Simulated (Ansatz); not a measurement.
Ansatz (a first-principles code) input:

Ansatz 0.2 input:
```yaml
crystal:
  periodic: [false, false, false]
  atoms:
    - {symbol: Hg, position_ang: [-0.01061755, -0.20315876, -0.26076736]}
    - {symbol: Br, position_ang: [-0.25589637, 2.37141681, -1.35770337]}
    - {symbol: Br, position_ang: [0.28016507, -1.90705393, 1.95374305]}
basis:
  gaussian:
    orbitals: def2-TZVP
hamiltonian:
  xc: b3lyp
  dispersion: d3bj
total_charge: -1
magnetization: {spin_polarized: true, initial_magnetization: 1}
phonons: {temperatures: {t_min: 298.15, t_max: 298.15, t_step: 100}}
```

Q: Predict the final energy.

A: -5302.07625 Eh (B3LYP-D3(BJ)/def2-TZVP). The basis has 139 functions.

The spin state was set by rule; other spins were not relaxed.
